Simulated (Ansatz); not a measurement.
Harmonic frequencies (cm⁻¹) at PBE0-D4/def2-TZVP from Ansatz: 143, 269, 276, 432, 438, 528, 547, 553, 657, 701, 760, 803, 866, 873, 950, 1013, 1050, 1143, 1157, 1262, 1428, 2122, 2137, 2682, 3066, 3138, 3142.

Task: Which molecule is it?
A. `N[SiH](F)[O][SbH2]`
B. `ClC1[BH][GeH2][CH2]1`
C. `[NH2][GeH]([OH])[CH2]F`
D. `BB1C=NC1`

Result: B.
